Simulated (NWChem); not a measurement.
System: tetramethylurea (C$_{5}$H$_{12}$N$_{2}$O); SMILES CN(C)C(=O)N(C)C

Input file for NWChem:

```
start job
memory heap 200 mb stack 900 mb global 1100 mb
geometry units angstroms noautosym nocenter noautoz
  C     -2.381442    -0.360558    -0.568422
  N     -1.171258    -0.058372     0.154993
  C     -1.355607     0.682492     1.380168
  C      0.000000     0.000000    -0.583450
  O      0.000000     0.000000    -1.801835
  N      1.171258     0.058372     0.154993
  C      2.381442     0.360558    -0.568422
  C      1.355607    -0.682492     1.380168
  H     -2.901566     0.554148    -0.911457
  H     -3.072196    -0.926844     0.077344
  H     -2.137534    -0.957749    -1.454604
  H     -2.104111     1.483186     1.233499
  H     -1.710511     0.042868     2.208115
  H     -0.417813     1.161187     1.686091
  H      3.072196     0.926844     0.077344
  H      2.901566    -0.554148    -0.911457
  H      2.137534     0.957749    -1.454604
  H      2.104111    -1.483186     1.233499
  H      1.710511    -0.042868     2.208115
  H      0.417813    -1.161187     1.686091
end
basis spherical
  * library 6-31g*
end
dft
  xc hfexch
  iterations 150
  mulliken
end
task dft energy
esp
  recalculate
  probe 0.07
  range 0.3
  factor 1.0
  spacing 0.02
end
task esp
```

Parts of the log:

```
             Northwest Computational Chemistry Package (NWChem) 7.3.0
             --------------------------------------------------------

                             Geometry "geometry" -> ""
                             -------------------------

 Output coordinates in angstroms (scale by  1.889725989 to convert to a.u.)

  No.       Tag          Charge          X              Y              Z
 ---- ---------------- ---------- -------------- -------------- --------------
    1 C                    6.0000    -2.38144200    -0.36055800    -0.56842200
    2 N                    7.0000    -1.17125800    -0.05837200     0.15499300
    3 C                    6.0000    -1.35560700     0.68249200     1.38016800
    4 C                    6.0000     0.00000000     0.00000000    -0.58345000
    5 O                    8.0000     0.00000000     0.00000000    -1.80183500
    6 N                    7.0000     1.17125800     0.05837200     0.15499300
    7 C                    6.0000     2.38144200     0.36055800    -0.56842200
    8 C                    6.0000     1.35560700    -0.68249200     1.38016800
    9 H                    1.0000    -2.90156600     0.55414800    -0.91145700
   10 H                    1.0000    -3.07219600    -0.92684400     0.07734400
   11 H                    1.0000    -2.13753400    -0.95774900    -1.45460400
   12 H                    1.0000    -2.10411100     1.48318600     1.23349900
   13 H                    1.0000    -1.71051100     0.04286800     2.20811500
   14 H                    1.0000    -0.41781300     1.16118700     1.68609100
   15 H                    1.0000     3.07219600     0.92684400     0.07734400
   16 H                    1.0000     2.90156600    -0.55414800    -0.91145700
   17 H                    1.0000     2.13753400     0.95774900    -1.45460400
   18 H                    1.0000     2.10411100    -1.48318600     1.23349900
   19 H                    1.0000     1.71051100    -0.04286800     2.20811500
   20 H                    1.0000     0.41781300    -1.16118700     1.68609100

 Effective nuclear repulsion energy (a.u.)     416.3407458798

  xc_inp: hfexch multiplicative factor not found.

                                 NWChem DFT Module
                                 -----------------

 Summary of "ao basis" -> "ao basis" (spherical)
 ------------------------------------------------------------------------------
       Tag                 Description            Shells   Functions and Types
 ---------------- ------------------------------  ------  ---------------------
 C                           6-31g*                  6       14   3s2p1d
 N                           6-31g*                  6       14   3s2p1d
 O                           6-31g*                  6       14   3s2p1d
 H                           6-31g*                  2        2   2s

            General Information
            -------------------
          SCF calculation type: DFT
          Wavefunction type:  closed shell.
          No. of atoms     :    20
          No. of electrons :    64
           Alpha electrons :    32
            Beta electrons :    32
          Charge           :     0
          Spin multiplicity:     1
          Use of symmetry is: off; symmetry adaption is: off
          Maximum number of iterations: 150
          AO basis - number of functions:   136
                     number of shells:    72
          Convergence on energy requested:  1.00D-06
          Convergence on density requested:  1.00D-05
          Convergence on gradient requested:  5.00D-04

              XC Information
              --------------
                     Hartree-Fock (Exact) Exchange  1.000

      Superposition of Atomic Density Guess
      -------------------------------------

 Sum of atomic energies:        -377.62188993

      Non-variational initial energy
      ------------------------------

 Total energy =    -382.898261
 1-e energy   =   -1336.943301
 2-e energy   =     537.704294
 HOMO         =      -0.236849
 LUMO         =       0.081595

     ---------------------------------------------
      Total Density - Mulliken Population Analysis
     ---------------------------------------------

    Atom       Charge   Shell Charges
 -----------   ------   -------------------------------------------------------
    1 C    6     6.43   2.00  0.71  1.95  0.64  1.09  0.05
    2 N    7     7.52   2.00  0.78  2.45  0.76  1.49  0.04
    3 C    6     6.43   2.00  0.71  1.94  0.64  1.10  0.05
    4 C    6     4.80   2.00  0.67  1.51  0.22  0.28  0.12
    5 O    8     8.97   2.00  0.95  3.16  0.96  1.88  0.02
    6 N    7     7.52   2.00  0.78  2.45  0.76  1.49  0.04
    7 C    6     6.43   2.00  0.71  1.95  0.64  1.09  0.05
    8 C    6     6.43   2.00  0.71  1.94  0.64  1.10  0.05
    9 H    1     0.80   0.47  0.33
   10 H    1     0.79   0.47  0.32
   11 H    1     0.78   0.47  0.31
   12 H    1     0.80   0.47  0.32
   13 H    1     0.80   0.47  0.32
   14 H    1     0.77   0.47  0.31
   15 H    1     0.79   0.47  0.32
   16 H    1     0.80   0.47  0.33
   17 H    1     0.78   0.47  0.31
   18 H    1     0.80   0.47  0.32
   19 H    1     0.80   0.47  0.32
   20 H    1     0.77   0.47  0.31

   convergence    iter        energy       DeltaE   RMS-Dens  Diis-err
 ---------------- ----- ----------------- --------- --------- ---------
 d= 0,ls=0.0,diis     1   -379.9354856967 -7.96D+02  7.47D-03  1.11D+00
 d= 0,ls=0.0,diis     2   -380.0336620917 -9.82D-02  3.17D-03  4.82D-01
 d= 0,ls=0.0,diis     3   -380.0783424050 -4.47D-02  9.50D-04  1.84D-02
 d= 0,ls=0.0,diis     4   -380.0812036501 -2.86D-03  2.07D-04  1.07D-03
 d= 0,ls=0.0,diis     5   -380.0813675293 -1.64D-04  1.48D-04  1.01D-04
  Resetting Diis
 d= 0,ls=0.0,diis     6   -380.0814091044 -4.16D-05  6.68D-05  1.96D-05
 d= 0,ls=0.0,diis     7   -380.0814166331 -7.53D-06  1.23D-05  2.01D-06
 d= 0,ls=0.0,diis     8   -380.0814171853 -5.52D-07  6.49D-06  4.76D-07

         Total DFT energy =     -380.081417185272
      One electron energy =    -1342.479891347886
           Coulomb energy =      597.815739601122
    Exchange-Corr. energy =      -51.758011318266
 Nuclear repulsion energy =      416.340745879757

 Numeric. integr. density =        0.000000000000

                       DFT Final Molecular Orbital Analysis
                       ------------------------------------

 Vector   30  Occ=2.000000D+00  E=-4.283222D-01
              MO Center= -1.8D-14, -1.4D-15, -1.3D+00, r^2= 2.0D+00
   Bfn.  Coefficient  Atom+Function         Bfn.  Coefficient  Atom+Function
  ----- ------------  ---------------      ----- ------------  ---------------
    59      0.548206   5 O  px               63      0.411863   5 O  px
    20      0.186341   2 N  s                76     -0.186341   6 N  s
    60      0.149383   5 O  py               17      0.144670   2 N  px
    73      0.144670   6 N  px               21      0.133067   2 N  px
    77      0.133067   6 N  px               64      0.117060   5 O  py

 Vector   31  Occ=2.000000D+00  E=-3.698430D-01
              MO Center= -4.1D-12, -3.3D-14, -4.1D-01, r^2= 3.8D+00
   Bfn.  Coefficient  Atom+Function         Bfn.  Coefficient  Atom+Function
  ----- ------------  ---------------      ----- ------------  ---------------
    60      0.340022   5 O  py               64      0.286574   5 O  py
    18     -0.274205   2 N  py               74     -0.274205   6 N  py
    22     -0.266416   2 N  py               78     -0.266416   6 N  py
    59     -0.168960   5 O  px               23      0.147844   2 N  pz
    79     -0.147844   6 N  pz               19      0.142328   2 N  pz

 Vector   32  Occ=2.000000D+00  E=-3.625491D-01
              MO Center=  4.1D-12,  3.1D-14,  2.2D-01, r^2= 4.1D+00
   Bfn.  Coefficient  Atom+Function         Bfn.  Coefficient  Atom+Function
  ----- ------------  ---------------      ----- ------------  ---------------
    18      0.351936   2 N  py               74     -0.351936   6 N  py
    22      0.340041   2 N  py               78     -0.340041   6 N  py
    19     -0.156617   2 N  pz               75     -0.156617   6 N  pz
    23     -0.138353   2 N  pz               79     -0.138353   6 N  pz
   114     -0.122197   9 H  s               128     -0.122197  16 H  s

 Vector   33  Occ=0.000000D+00  E= 2.178890D-01
              MO Center=  1.4D-10, -5.0D-11, -2.5D-01, r^2= 4.9D+00
   Bfn.  Coefficient  Atom+Function         Bfn.  Coefficient  Atom+Function
  ----- ------------  ---------------      ----- ------------  ---------------
    34      0.601599   3 C  s               104     -0.601599   8 C  s
    50     -0.590986   4 C  py              120     -0.532916  12 H  s
   132      0.532916  18 H  s               114     -0.450322   9 H  s
   128      0.450322  16 H  s                46     -0.422638   4 C  py
    64      0.378196   5 O  py                6      0.315612   1 C  s

 Vector   34  Occ=0.000000D+00  E= 2.189873D-01
              MO Center= -1.3D-10,  4.3D-11,  1.2D+00, r^2= 8.4D+00
   Bfn.  Coefficient  Atom+Function         Bfn.  Coefficient  Atom+Function
  ----- ------------  ---------------      ----- ------------  ---------------
    34      1.394616   3 C  s               104      1.394616   8 C  s
   122     -0.807995  13 H  s               134     -0.807995  19 H  s
     6      0.764037   1 C  s                90      0.764037   7 C  s
   124     -0.640742  14 H  s               136     -0.640742  20 H  s
   120     -0.564150  12 H  s               132     -0.564150  18 H  s

 Vector   35  Occ=0.000000D+00  E= 2.563447D-01
              MO Center= -1.4D-11, -2.0D-12,  7.0D-01, r^2= 8.7D+00
   Bfn.  Coefficient  Atom+Function         Bfn.  Coefficient  Atom+Function
  ----- ------------  ---------------      ----- ------------  ---------------
     6      0.888606   1 C  s                90     -0.888606   7 C  s
   122     -0.830219  13 H  s               134      0.830219  19 H  s
   116     -0.721859  10 H  s               126      0.721859  15 H  s
   114     -0.485903   9 H  s               128      0.485903  16 H  s
    35     -0.477012   3 C  px              105     -0.477012   8 C  px

     ---------------------------------------------
      Total Density - Mulliken Population Analysis
     ---------------------------------------------

    Atom       Charge   Shell Charges
 -----------   ------   -------------------------------------------------------
    1 C    6     6.28   2.00  0.65  2.02  0.62  0.93  0.06
    2 N    7     7.68   2.00  0.73  2.52  0.85  1.54  0.04
    3 C    6     6.30   2.00  0.65  2.02  0.63  0.95  0.06
    4 C    6     4.98   2.00  0.69  1.83  0.12  0.19  0.16
    5 O    8     8.65   2.00  0.90  2.85  0.99  1.88  0.03
    6 N    7     7.68   2.00  0.73  2.52  0.85  1.54  0.04
    7 C    6     6.28   2.00  0.65  2.02  0.62  0.93  0.06
    8 C    6     6.30   2.00  0.65  2.02  0.63  0.95  0.06
    9 H    1     0.84   0.53  0.31
   10 H    1     0.84   0.53  0.31
   11 H    1     0.78   0.52  0.26
   12 H    1     0.83   0.52  0.30
   13 H    1     0.83   0.53  0.31
   14 H    1     0.80   0.52  0.28
   15 H    1     0.84   0.53  0.31
   16 H    1     0.84   0.53  0.31
   17 H    1     0.78   0.52  0.26
   18 H    1     0.83   0.52  0.30
   19 H    1     0.83   0.53  0.31
   20 H    1     0.80   0.52  0.28

     -------------------------------------------
      Total Density - Lowdin Population Analysis
     -------------------------------------------

    Atom       Charge   Shell Charges
 -----------   ------   -------------------------------------------------------
    1 C    6     6.25   1.99  0.54  1.84  0.43  1.33  0.11
    2 N    7     7.19   1.99  0.63  2.39  0.47  1.62  0.09
    3 C    6     6.25   1.99  0.54  1.84  0.43  1.34  0.12
    4 C    6     5.77   1.98  0.49  1.65  0.32  0.99  0.34
    5 O    8     8.37   1.99  0.84  2.74  0.71  2.02  0.05
    6 N    7     7.19   1.99  0.63  2.39  0.47  1.62  0.09
    7 C    6     6.25   1.99  0.54  1.84  0.43  1.33  0.11
    8 C    6     6.25   1.99  0.54  1.84  0.43  1.34  0.12
    9 H    1     0.89   0.51  0.38
   10 H    1     0.88   0.51  0.38
   11 H    1     0.85   0.50  0.35
   12 H    1     0.88   0.51  0.38
   13 H    1     0.88   0.51  0.38
   14 H    1     0.86   0.50  0.36
   15 H    1     0.88   0.51  0.38
   16 H    1     0.89   0.51  0.38
   17 H    1     0.85   0.50  0.35
   18 H    1     0.88   0.51  0.38
   19 H    1     0.88   0.51  0.38
   20 H    1     0.86   0.50  0.36

     Multipole analysis of the density
     ---------------------------------

     L   x y z        total         alpha         beta         nuclear
     -   - - -        -----         -----         ----         -------
     0   0 0 0     -0.000000    -32.000000    -32.000000     64.000000

     1   1 0 0      0.000000      0.000000      0.000000     -0.000000
     1   0 1 0      0.000000      0.000000      0.000000      0.000000
     1   0 0 1      1.418070      1.017580      1.017580     -0.617090

     2   2 0 0    -33.007046   -318.653985   -318.653985    604.300923
     2   1 1 0     -0.119833      1.058469      1.058469     -2.236770
     2   1 0 1      0.000000      0.000000      0.000000     -0.000000
     2   0 2 0    -36.933657    -51.435151    -51.435151     65.936646
     2   0 1 1      0.000000      0.000000      0.000000      0.000000
     2   0 0 2    -41.099361   -162.451084   -162.451084    283.802808

                     NWChem Electrostatic Potential Fit Module
                     -----------------------------------------

 Atom parameters

 Number of atoms is                                   20
 Number of basis functions is                        136

 Grid parameters

 Maximum number of grid points is                  59297
 Number of grid points is                          59296
 Grid range                                     0.300000 nm
 Grid spacing                                   0.020000 nm
 Probe radius                                   0.070000 nm
 Atom radius factor                             1.000000

 Atomic radii

    1    0.100000
    6    0.147000
    7    0.140000
    8    0.136000
 FASTESP  F
  using M.O. file = ./job.movecs

    Atom              Coordinates                           Charge

                                                  ESP

    1 C    -0.238144   -0.036056   -0.056842   -0.018083
    2 N    -0.117126   -0.005837    0.015499   -0.268006
    3 C    -0.135561    0.068249    0.138017    0.208350
    4 C     0.000000    0.000000   -0.058345    0.651994
    5 O     0.000000    0.000000   -0.180184   -0.612127
    6 N     0.117126    0.005837    0.015499   -0.264363
    7 C     0.238144    0.036056   -0.056842   -0.018271
    8 C     0.135561   -0.068249    0.138017    0.192786
    9 H    -0.290157    0.055415   -0.091146    0.038537
   10 H    -0.307220   -0.092684    0.007734    0.018984
   11 H    -0.213753   -0.095775   -0.145460    0.066880
   12 H    -0.210411    0.148319    0.123350   -0.014396
   13 H    -0.171051    0.004287    0.220812   -0.008117
   14 H    -0.041781    0.116119    0.168609   -0.044388
   15 H     0.307220    0.092684    0.007734    0.018960
   16 H     0.290157   -0.055415   -0.091146    0.038262
   17 H     0.213753    0.095775   -0.145460    0.067138
   18 H     0.210411   -0.148319    0.123350   -0.010541
   19 H     0.171051   -0.004287    0.220812   -0.003921
   20 H     0.041781   -0.116119    0.168609   -0.039676
                                            ------------
                                               -0.000000

 Dipole moment                                  1.423425

 Quadrupole moment Qxx                          9.994983
                   Qyy                         -1.427302
                   Qzz                         -8.567681

 RMS deviation kJ/mol                           0.052781

 RRMS %                                        26.992888
```

Level: Hartree-Fock/6-31G* (spherical d). The geometry was optimised at PBE0/def2-SVP. No frequency run checked for a minimum.
